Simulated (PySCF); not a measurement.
Successive ionisation energies of one element at GMP2 (screened spin-orbit), starting from the ion with 10 electrons. Calculated with PySCF 2.14, two-component X2C-1e (Gaussian nucleus, no Breit or QED terms), each ion in its own even-tempered basis; GMP2 freezes the deep shells of the larger ions and drops the highest virtual spinors; eV.

16095.2, 16430.9, 16796.8, 17139.3, 19037.0, 19443.4, 19988.5, 20325.2, 81764.7, 83293.6

Which element is it?

Rhenium (Re, Z = 75); the list starts at Re(65+). The hydrogenic estimate 13.606 eV × (q + 1)²/n² with q = 65 and n = 2 gives 14816.6 eV for the first entry, a lower bound because the other electrons screen the nucleus only in part.
